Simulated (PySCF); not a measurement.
PySCF input for C₄H₁₀OSi, SMILES C=C(CC)[SiH2]O, PBE-D3(BJ)/def2-SVP. The structure is a stationary point at PBE-D3(BJ)/def2-SVP. This is a generated structure with no PubChem entry under its InChIKey; it may be hypothetical. The values are those of a single conformer.

```python
import numpy as np
from pyscf import gto, scf, dft, df
from pyscf.hessian import thermo

mol = gto.M(
    atom='''
    C     0.28291496    0.63605339    1.40999437
    C     0.33272914    0.02783551    0.20419192
    C     1.61038611   -0.43011960   -0.46836625
    C     2.91075497   -0.17460653    0.29163713
    Si   -1.29667451   -0.27540699   -0.70030050
    O    -2.59403799    0.44944435    0.09833472
    H     1.18466454    0.85345515    2.00784929
    H    -0.68282374    0.93433635    1.85110392
    H     1.66378890    0.04559159   -1.47506623
    H     1.51579467   -1.51907097   -0.68940920
    H     3.78306677   -0.54565835   -0.28200415
    H     3.06664948    0.90790228    0.47697757
    H     2.91367594   -0.68602074    1.27588314
    H    -1.15799404    0.23126570   -2.11869485
    H    -1.62943181   -1.73873977   -0.74662711
    H    -2.57235488    1.42210526    0.09277407
    ''',
    basis='def2-SVP',
    charge=0,
    spin=0,
    max_memory=1600,
    verbose=3,
)
mf = dft.RKS(mol, xc='pbe').density_fit(auxbasis='def2-universal-jkfit')
mf.disp = 'd3bj'
mf.grids.level = 3
mf.conv_tol = 1e-11
mf.max_cycle = 100
mf.kernel()

# analytic Hessian; the response equations are solved on a coarser grid
h, args, fine = mf.Hessian(), (mf.mo_energy, mf.mo_coeff, mf.mo_occ), mf.grids
h.max_memory = max(150, 2.5e-5 * df.make_auxmol(mol, mf.with_df.auxbasis).nao * mol.nelec[0] * (mol.nelec[0] + mol.nao))  # MB; small integral blocks
h1ao = h.make_h1(mf.mo_coeff, mf.mo_occ)
mf.grids = dft.Grids(mol).set(level=1).build(with_non0tab=True)
mo1, mo_e1 = h.solve_mo1(*args, h1ao)
mf.grids = fine
hess = h.hess_elec(*args, mo1, mo_e1, h1ao) + h.hess_nuc()
if mf.do_disp():
    hess += h.get_dispersion()
for i in range(mol.natm):  # the analytic DFT Hessian lacks the response of the grid: restore translational invariance
    hess[i, i] -= hess[i].sum(axis=0)
hess = (hess + hess.transpose(1, 0, 3, 2)) / 2
vib = thermo.harmonic_analysis(mol, hess, imaginary_freq=False)
thermo.dump_normal_mode(mol, vib)
th = thermo.thermo(mf, vib['freq_au'][vib['freq_au'] > 0], 298.15, 101325)
thermo.dump_thermo(mol, th)
g0 = mf.nuc_grad_method().set(verbose=0).kernel()

# dipole derivatives [dipole axis, atom, xyz] from the same response
r, irp = mol.intor('int1e_r'), mol.intor('int1e_irp').reshape(3, 3, mol.nao, mol.nao)
sl, dm0, ok = mol.aoslice_by_atom(), np.array(mf.make_rdm1()), []
dmu = np.einsum('a,xt->xat', mol.atom_charges(), np.eye(3))
for a, (_, _, p0, p1) in enumerate(sl):
    dmu[:, a] += 2 * np.einsum('xtij,ij->xt', irp[:, :, :, p0:p1], dm0.reshape(-1, mol.nao, mol.nao).sum(0)[:, p0:p1])
    for u, c, occ, f in [(mo1, mf.mo_coeff, mf.mo_occ, 4)]:
        dmu[:, a] -= f * np.einsum('tui,xuv,vi->xt', u[a], r, c[:, occ > 0], optimize=True)
L = vib['norm_mode']
ir = 974.8801 * (np.einsum('xat,kat->kx', dmu, L) ** 2).sum(1)       # km/mol
apt = np.einsum('xax->a', dmu) / 3
print('mode   freq/cm-1   IR/(km/mol)')
for k, w in enumerate(vib['freq_wavenumber']):
    print(f'{k + 1:4d} {w:11.2f} {ir[k]:13.3f}')
print('max |gradient| / (hartree/bohr):', abs(g0).max())
print('APT charges:', apt.round(4))
```

Program output:

```
converged SCF energy = -522.468750502215

WARN: DFTD3 does not support analytical Hessian, using finite difference


WARN: Mole.unit (angstrom) is changed to Bohr

Mode                                 0                   1                   2
Irrep
Freq [cm^-1]                       61.0523             82.6864            145.1510
Reduced mass [au]                   3.4346              1.9145              4.0045
Force const [Dyne/A]                0.0075              0.0077              0.0497
Char temp [K]                      87.8406            118.9674            208.8400
Normal mode                   x     y     z       x     y     z       x     y     z
       0   C                -0.02 -0.11  0.05    0.00  0.01 -0.00    0.05  0.02  0.10
       1   C                -0.01 -0.06  0.03    0.00  0.04 -0.02   -0.00  0.04  0.09
       2   C                -0.00 -0.00  0.00    0.01  0.12 -0.06   -0.05  0.01  0.01
       3   C                 0.01  0.10 -0.04   -0.01 -0.08  0.04    0.01 -0.04 -0.09
       4  Si                -0.01 -0.04  0.02   -0.01 -0.05  0.03    0.04  0.02  0.03
       5   O                 0.03  0.12 -0.07    0.00  0.03 -0.03   -0.08 -0.04 -0.11
       6   H                -0.02 -0.11  0.05    0.01  0.03 -0.01    0.08 -0.01  0.07
       7   H                -0.02 -0.14  0.06    0.00 -0.03  0.02    0.07  0.04  0.13
       8   H                -0.06 -0.02 -0.01    0.06  0.33  0.04   -0.11  0.00  0.01
       9   H                 0.06 -0.01  0.03   -0.02  0.17 -0.29   -0.10  0.01  0.02
      10   H                 0.01  0.16 -0.07   -0.00 -0.03  0.01   -0.05 -0.06 -0.17
      11   H                -0.07  0.11 -0.06    0.05 -0.13  0.24    0.06 -0.04 -0.10
      12   H                 0.08  0.11 -0.04   -0.08 -0.26 -0.05    0.08 -0.04 -0.09
      13   H                 0.06 -0.18 -0.02   -0.03 -0.22 -0.03    0.14  0.01  0.03
      14   H                -0.13 -0.02  0.14   -0.01 -0.06  0.21    0.11 -0.00  0.01
      15   H                 0.17  0.12 -0.05    0.05  0.03 -0.07   -0.14 -0.04 -0.13
Mode                                 3                   4                   5
Irrep
Freq [cm^-1]                      233.0432            256.3590            269.1752
Reduced mass [au]                   1.1537              1.1366              3.4862
Force const [Dyne/A]                0.0369              0.0440              0.1488
Char temp [K]                     335.2973            368.8435            387.2832
Normal mode                   x     y     z       x     y     z       x     y     z
       0   C                -0.01  0.05  0.01   -0.00  0.05 -0.02    0.15 -0.03 -0.03
       1   C                -0.03  0.00  0.03   -0.01 -0.06  0.03    0.03 -0.03 -0.04
       2   C                -0.04  0.01  0.01   -0.01 -0.04  0.02    0.05 -0.02 -0.02
       3   C                -0.02 -0.01 -0.02    0.00  0.00 -0.01   -0.01  0.03  0.07
       4  Si                 0.01 -0.02 -0.02    0.00  0.00 -0.00   -0.05  0.02  0.02
       5   O                 0.02 -0.01 -0.03    0.01  0.00  0.00   -0.11 -0.01 -0.06
       6   H                 0.00  0.11 -0.03   -0.00  0.10 -0.04    0.20 -0.06 -0.11
       7   H                 0.00  0.02  0.05   -0.00  0.10 -0.05    0.20  0.02  0.06
       8   H                -0.06  0.03  0.02   -0.05 -0.00  0.03    0.09 -0.02 -0.02
       9   H                -0.05  0.02 -0.01    0.03 -0.03 -0.02    0.10 -0.02 -0.01
      10   H                -0.04 -0.03 -0.04    0.04  0.49 -0.25    0.06  0.10  0.13
      11   H                 0.01 -0.02 -0.02   -0.28 -0.03  0.41   -0.08  0.04  0.10
      12   H                -0.01 -0.01 -0.02    0.24 -0.39 -0.21   -0.04  0.02  0.06
      13   H                 0.13 -0.01 -0.01    0.05  0.09  0.03   -0.02 -0.00  0.02
      14   H                -0.05 -0.00 -0.08   -0.04  0.02 -0.10   -0.06  0.02  0.04
      15   H                 0.51 -0.02  0.73   -0.03  0.00 -0.06    0.02 -0.01  0.23
Mode                                 6                   7                   8
Irrep
Freq [cm^-1]                      319.4318            333.8112            411.6178
Reduced mass [au]                   3.1155              1.6841              3.5590
Force const [Dyne/A]                0.1873              0.1106              0.3553
Char temp [K]                     459.5912            480.2800            592.2264
Normal mode                   x     y     z       x     y     z       x     y     z
       0   C                -0.09  0.00 -0.02   -0.01 -0.04  0.02    0.09  0.01  0.05
       1   C                 0.02 -0.01 -0.01    0.01  0.16 -0.08   -0.05  0.03  0.03
       2   C                 0.09  0.01  0.05   -0.01 -0.04  0.02   -0.01  0.04  0.08
       3   C                 0.16 -0.03 -0.03   -0.01 -0.01  0.00    0.06 -0.00  0.01
       4  Si                -0.04  0.01  0.01    0.01  0.01 -0.01   -0.07 -0.04 -0.09
       5   O                -0.08  0.01 -0.02    0.00 -0.02  0.00    0.04  0.01  0.04
[...]
Mode                                33                  34                  35
Irrep
Freq [cm^-1]                     2179.3079           2938.9774           2969.4273
Reduced mass [au]                   1.0406              1.0629              1.0999
Force const [Dyne/A]                2.9119              5.4092              5.7142
Char temp [K]                    3135.5388           4228.5341           4272.3448
Normal mode                   x     y     z       x     y     z       x     y     z
       0   C                -0.00  0.00  0.00   -0.00 -0.00 -0.00    0.00  0.00 -0.00
       1   C                 0.00 -0.00 -0.00    0.00 -0.00 -0.00    0.00  0.00 -0.00
       2   C                -0.00 -0.00 -0.00   -0.00 -0.04 -0.06    0.01  0.07 -0.04
       3   C                -0.00  0.00  0.00   -0.00  0.00  0.00   -0.00 -0.01  0.00
       4  Si                -0.01 -0.03 -0.00    0.00 -0.00 -0.00   -0.00  0.00 -0.00
       5   O                 0.00 -0.00 -0.00    0.00  0.00  0.00   -0.00 -0.00  0.00
       6   H                 0.00  0.00 -0.00    0.01  0.00  0.01    0.00  0.00  0.00
       7   H                -0.00 -0.00  0.00   -0.01  0.00  0.00   -0.00  0.00  0.00
       8   H                 0.00  0.00 -0.00   -0.03 -0.28  0.55   -0.04 -0.31  0.65
       9   H                -0.00 -0.00  0.00    0.06  0.72  0.13   -0.05 -0.59 -0.13
      10   H                -0.00 -0.00 -0.00    0.03 -0.01 -0.02    0.01 -0.01 -0.00
      11   H                 0.00 -0.00  0.00   -0.00 -0.03 -0.00    0.01  0.08  0.01
      12   H                -0.00 -0.00 -0.00   -0.00  0.01 -0.01    0.00  0.03 -0.06
      13   H                -0.01 -0.02  0.01   -0.00  0.00  0.00   -0.00 -0.00  0.00
      14   H                 0.22  0.95  0.03    0.00  0.00  0.00   -0.00 -0.00 -0.00
      15   H                -0.00 -0.00 -0.00   -0.00 -0.00 -0.00    0.00 -0.00 -0.00
Mode                                36                  37                  38
Irrep
Freq [cm^-1]                     2972.9243           3054.0550           3059.0755
Reduced mass [au]                   1.0370              1.0594              1.1032
Force const [Dyne/A]                5.3999              5.8221              6.0826
Char temp [K]                    4277.3762           4394.1052           4401.3286
Normal mode                   x     y     z       x     y     z       x     y     z
       0   C                 0.00  0.00  0.00   -0.00 -0.03 -0.06   -0.00  0.00  0.00
       1   C                 0.00 -0.00 -0.00   -0.00  0.00  0.01    0.00 -0.00  0.00
       2   C                 0.00 -0.00  0.00   -0.00  0.00  0.00    0.00  0.01 -0.00
       3   C                -0.04 -0.01 -0.03   -0.00  0.00  0.00    0.00  0.08 -0.04
       4  Si                 0.00  0.00  0.00    0.00 -0.00  0.00    0.00  0.00 -0.00
       5   O                -0.00 -0.00  0.00    0.00 -0.00  0.00   -0.00 -0.00  0.00
       6   H                -0.01 -0.00 -0.01    0.59  0.13  0.38   -0.01 -0.00 -0.00
       7   H                 0.01 -0.00 -0.00   -0.58  0.17  0.25    0.01 -0.00 -0.00
       8   H                -0.00  0.00 -0.00    0.00  0.00 -0.01   -0.00 -0.03  0.06
       9   H                -0.00  0.02  0.00   -0.00 -0.01 -0.00   -0.01 -0.07 -0.01
      10   H                 0.40 -0.18 -0.28    0.02 -0.01 -0.01    0.04 -0.00 -0.03
      11   H                 0.07  0.58  0.09   -0.00 -0.01 -0.00   -0.09 -0.66 -0.12
      12   H                -0.01 -0.28  0.52   -0.00 -0.00  0.01   -0.00 -0.29  0.58
      13   H                -0.00  0.00  0.00   -0.00 -0.00 -0.00   -0.00 -0.00  0.00
      14   H                -0.00 -0.00 -0.00   -0.00 -0.00 -0.00   -0.00 -0.00  0.00
      15   H                 0.00  0.00 -0.00    0.00  0.00  0.00    0.00 -0.00 -0.00
Mode                                39                  40                  41
Irrep
Freq [cm^-1]                     3065.8879           3144.3062           3764.1299
Reduced mass [au]                   1.1031              1.1157              1.0666
Force const [Dyne/A]                6.1089              6.4993              8.9038
Char temp [K]                    4411.1301           4523.9565           5415.7449
Normal mode                   x     y     z       x     y     z       x     y     z
       0   C                -0.00  0.00  0.00   -0.09  0.01 -0.00    0.00 -0.00 -0.00
       1   C                 0.00 -0.00 -0.00   -0.00 -0.00 -0.00    0.00 -0.00 -0.00
       2   C                 0.00  0.00  0.00   -0.00 -0.00 -0.00    0.00  0.00  0.00
       3   C                -0.05  0.03  0.07    0.00 -0.00 -0.00    0.00 -0.00 -0.00
       4  Si                 0.00  0.00  0.00    0.00  0.00  0.00    0.00  0.00 -0.00
       5   O                -0.00 -0.00 -0.00   -0.00 -0.00 -0.00   -0.00  0.06  0.00
       6   H                -0.01 -0.00 -0.01    0.52  0.13  0.34    0.00  0.00  0.00
       7   H                 0.02 -0.01 -0.01    0.61 -0.19 -0.28   -0.00 -0.00 -0.00
       8   H                 0.00  0.02 -0.03    0.00  0.00 -0.00   -0.00 -0.00 -0.00
       9   H                -0.00 -0.03 -0.01    0.00 -0.00 -0.00    0.00 -0.00 -0.00
      10   H                 0.63 -0.27 -0.42   -0.00  0.00  0.00    0.00 -0.00 -0.00
      11   H                -0.05 -0.31 -0.04    0.00  0.01  0.00    0.00  0.00  0.00
      12   H                -0.01  0.19 -0.34   -0.00 -0.00  0.01   -0.00  0.00  0.00
      13   H                -0.00  0.00 -0.00    0.00  0.00  0.00    0.00 -0.00 -0.00
      14   H                -0.00 -0.00 -0.00    0.00  0.00  0.00   -0.00 -0.00  0.00
      15   H                 0.00  0.00  0.00    0.00 -0.00  0.00   -0.00 -0.97 -0.00
temperature 298.1500 [K]
pressure 101325.00 [Pa]
Rotational constants [GHz] 6.54052 1.43448 1.21771
Symmetry number 1
Zero-point energy (ZPE) 0.12634 [Eh]   331696.408 [J/mol]
                           tot       elec      trans        rot        vib
Entropy [J/mol/K]       377.375      0.000    166.452    116.036     94.887
Cv [J/mol/K]            131.776      0.000     12.472     12.472    106.833
Cp [J/mol/K]            140.091      0.000     20.786     12.472    106.833
Internal energy [J/mol]                      3718.434   3718.434 347212.345
Internal energy [Eh]   -522.33367  -522.46875
Enthalpy [J/mol]                             6197.391   3718.434 347212.345
Enthalpy [Eh]          -522.33273
Gibbs free energy [J/mol]                  -43430.409 -30877.712 318921.789
Gibbs free energy [Eh] -522.37558
mode   freq/cm-1   IR/(km/mol)
   1       61.05         2.371
   2       82.69         0.624
   3      145.15         0.945
   4      233.04        80.071
   5      256.36         1.039
   6      269.18        17.234
   7      319.43         6.340
   8      333.81         3.634
   9      411.62        27.633
  10      578.70        47.599
  11      656.61         9.510
  12      661.60        34.816
  13      733.83        18.053
  14      787.44         3.961
  15      805.47        82.639
  16      852.98        86.889
  17      873.85       126.158
  18      895.77       150.049
  19      917.18        23.853
  20      927.55        74.522
  21     1002.20         0.947
  22     1040.43         6.981
  23     1053.48         2.147
  24     1150.31         3.990
  25     1238.87         1.164
  26     1315.98         2.672
  27     1343.92         3.104
  28     1369.15         6.411
  29     1391.13        12.433
  30     1418.43         7.448
  31     1430.02         2.441
  32     1632.03         2.498
  33     2117.96       147.236
  34     2179.31       110.534
  35     2938.98        18.850
  36     2969.43         9.992
  37     2972.92        19.739
  38     3054.05         9.480
  39     3059.08        18.671
  40     3065.89        18.064
  41     3144.31         6.196
  42     3764.13        66.226
max |gradient| / (hartree/bohr): 3.951367102234905e-05
APT charges: [-0.125  -0.2488  0.0614  0.0312  1.3433 -0.7635  0.0375  0.0343 -0.0244
 -0.0246 -0.0156 -0.0092 -0.0075 -0.3013 -0.2666  0.2787]
```

Self-consistency was reached.
